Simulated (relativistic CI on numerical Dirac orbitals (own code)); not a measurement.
## Sn⁴²⁺: sensitivity of the levels to the model

Base calculation: Dirac-Coulomb-Breit CI, orbitals from a KLI potential per configuration, model QED (radiative potential, 1s self-energy scaled to tabulated hydrogen-like ionisation energies), unscaled Slater integrals.

CI space (outside the closed core 1s2): 2s²2p⁴, 2s2p⁵, 2p⁶, 2p⁵3s, 2p⁵3p, 2p⁵3d, 2s²2p³3s, 2s²2p³3p, 2s²2p³3d, 2s2p⁴3s, 2s2p⁴3p, 2s2p⁴3d, 2s²2p³4s, 2s²2p³4p, 2s²2p³4d, 2s²2p³4f, 2s2p⁴4s, 2s2p⁴4p, 2s2p⁴4d, 2s2p⁴4f, 2s²2p²3s², 2s²2p²3s3p, 2s²2p³5s, 2s²2p³5p, 2s²2p³5d, 2s²2p³5f, 2s²2p³5g, 2s²2p²3s3d, 2s²2p²3p², 2s²2p²3p3d, 2s2p³3s², 2s²2p²3d², 2s2p³3s3p, 2s2p³3s3d, 2s2p³3p², 2s2p⁴5s. Levels of other configurations are missing.

Variants: (1) P86 correlation estimate; (2) configuration mixing switched off; (3) QED terms removed. Shifts of the energy above 2s²2p⁴ ³P2, in eV, for the lowest level and the first level of each name with at least 55 % of one term (blank where a level changes its place among those of its configuration and J or its character, or is not in the variant):

| Level | Base | Δ(1) | Δ(2) | Δ(3) |
| --- | --- | --- | --- | --- |
| 2s²2p⁴ ³P2 | 0.00 | 0.00 | 0.00 | 0.00 |
| 2s²2p⁴ ¹S0 | 33.89 | 0.00 | +2.75 | +0.02 |
| 2s²2p⁴ ³P1 | 236.13 | 0.00 | -0.02 | -0.44 |
| 2s²2p⁴ ¹D2 | 252.19 | 0.00 | -0.03 | -0.44 |
| 2s2p⁵ ³P°2 | 472.26 | +0.28 | -0.14 | +4.17 |
| 2s²2p⁴ ³P0 | 500.68 | 0.00 | +3.43 | -0.81 |
| 2s2p⁵ ³P°0 | 715.69 | +0.28 | -0.15 | +3.73 |
| 2p⁶ ¹S0 | 1023.72 | +0.47 | -5.73 | +8.26 |
| 2s²2p³3p ³P0 | 3937.49 | +1.59 | +1.26 | +0.25 |
| 2s²2p³3d ³P°0 | 3988.57 | +1.22 | +1.03 | +0.40 |
| 2s²2p³3s ³D°3 | 4009.03 | +1.40 | +3.34 | -1.06 |
| 2s²2p³3s ¹D°2 | 4017.00 | +1.43 | +0.66 | -1.25 |
| 2s²2p³3s ³P°0 | 4039.10 | +1.45 | +4.41 | -1.31 |
| 2s²2p³3s ³P°1 | 4042.46 | +1.43 | +3.38 | -1.23 |
| 2s²2p³3p ³D1 | 4106.09 | +1.60 | +3.59 | -0.05 |
| 2s²2p³3p ³F4 | 4148.43 | +1.59 | -0.51 | -0.20 |
| 2s2p⁴3s ⁵P3 | 4193.41 | +1.69 | -4.14 | +3.14 |
| 2s2p⁴3s ³P2 | 4211.00 | +1.69 | -3.78 | +3.13 |

At this charge energies of transitions that change n are usually good to better than 1 %, and those within a shell (Δn = 0) to a few per cent.

Ionisation energy from the two ground configurations alone: base 6855.28 eV; P86 correlation estimate 6857.21 eV. The NIST ASD value (semi-empirical) is 6859 eV.

LS names give the leading component of a level, which can be under half, so a name can repeat, a term be missing and a line seem to break the LS rules.
